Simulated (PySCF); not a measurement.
**Two-photon absorption: `CC1(C)CCC[C@@H](O)C1`, C8H16O**

Molfile (atoms numbered from 1):
```
C8H16O
     RDKit          3D

 25 25  0  0  0  0  0  0  0  0999 V2000
   -1.6328    0.9219    1.1720 C   0  0  0  0  0  0  0  0  0  0  0  0
   -1.2861    0.1393   -0.0988 C   0  0  0  0  0  0  0  0  0  0  0  0
   -2.5357    0.0559   -0.9737 C   0  0  0  0  0  0  0  0  0  0  0  0
   -0.8143   -1.2832    0.2516 C   0  0  0  0  0  0  0  0  0  0  0  0
    0.5456   -1.3231    0.9397 C   0  0  0  0  0  0  0  0  0  0  0  0
    1.6072   -0.6102    0.1126 C   0  0  0  0  0  0  0  0  0  0  0  0
    1.1994    0.8157   -0.2093 C   0  0  1  0  0  0  0  0  0  0  0  0
    2.1943    1.3657   -1.0404 O   0  0  0  0  0  0  0  0  0  0  0  0
   -0.1678    0.8439   -0.8851 C   0  0  0  0  0  0  0  0  0  0  0  0
   -2.4517    0.4282    1.7192 H   0  0  0  0  0  0  0  0  0  0  0  0
   -1.9654    1.9422    0.9224 H   0  0  0  0  0  0  0  0  0  0  0  0
   -0.7820    1.0120    1.8627 H   0  0  0  0  0  0  0  0  0  0  0  0
   -2.3331   -0.4997   -1.9031 H   0  0  0  0  0  0  0  0  0  0  0  0
   -3.3547   -0.4576   -0.4448 H   0  0  0  0  0  0  0  0  0  0  0  0
   -2.8933    1.0602   -1.2524 H   0  0  0  0  0  0  0  0  0  0  0  0
   -1.5781   -1.7787    0.8748 H   0  0  0  0  0  0  0  0  0  0  0  0
   -0.7537   -1.8661   -0.6850 H   0  0  0  0  0  0  0  0  0  0  0  0
    0.4785   -0.8588    1.9388 H   0  0  0  0  0  0  0  0  0  0  0  0
    0.8449   -2.3685    1.1152 H   0  0  0  0  0  0  0  0  0  0  0  0
    1.7588   -1.1359   -0.8467 H   0  0  0  0  0  0  0  0  0  0  0  0
    2.5818   -0.6026    0.6253 H   0  0  0  0  0  0  0  0  0  0  0  0
    1.1439    1.3830    0.7436 H   0  0  0  0  0  0  0  0  0  0  0  0
    1.9276    2.2616   -1.2699 H   0  0  0  0  0  0  0  0  0  0  0  0
   -0.4626    1.8907   -1.0866 H   0  0  0  0  0  0  0  0  0  0  0  0
   -0.0504    0.3567   -1.8692 H   0  0  0  0  0  0  0  0  0  0  0  0
  1  2  1  0
  2  3  1  0
  2  4  1  0
  4  5  1  0
  5  6  1  0
  6  7  1  0
  7  8  1  0
  7  9  1  0
  9  2  1  0
  1 10  1  0
  1 11  1  0
  1 12  1  0
  3 13  1  0
  3 14  1  0
  3 15  1  0
  4 16  1  0
  4 17  1  0
  5 18  1  0
  5 19  1  0
  6 20  1  0
  6 21  1  0
  7 22  1  1
  8 23  1  0
  9 24  1  0
  9 25  1  0
M  END
```

The calculation used TDDFT CAM-B3LYP/def2-SVPD excited states, vertical, gas phase in PySCF. Geometry: PBE0-D3(BJ)/def2-SVP.

Q: How strongly do the lowest singlets absorb one photon, and two photons of half the energy?

A: δ for parallel linear polarisation; σ at the peak of a Lorentzian of half width 0.1 eV, single beam; Ω is circular over linear.
```csv
state,E (eV),f,photon λ (nm),δ (au),σ (GM),Ω,main
S1,6.95,0.008,357,14.4,0.26,1.40,"HOMO→LUMO 0.51, HOMO→LUMO+1 0.38"
S2,8.07,0.020,307,57.2,1.36,0.09,"HOMO→LUMO 0.35, HOMO→LUMO+1 0.28"
S3,8.20,0.029,302,53.7,1.32,0.28,"HOMO→LUMO+2 0.57, HOMO→LUMO+3 0.10"
S4,8.31,0.035,298,45.5,1.15,1.47,HOMO−1→LUMO 0.72
S5,8.50,0.006,292,3.39,0.09,1.42,"HOMO−1→LUMO+1 0.47, HOMO−3→LUMO 0.20"
S6,8.59,0.008,289,54.1,1.46,1.12,"HOMO→LUMO+3 0.58, HOMO→LUMO+6 0.10"
```

Among these, the strongest one-photon state is S4, the strongest two-photon state S6, with a dipole change of 2.8 D (relaxed, norm of the difference vector).
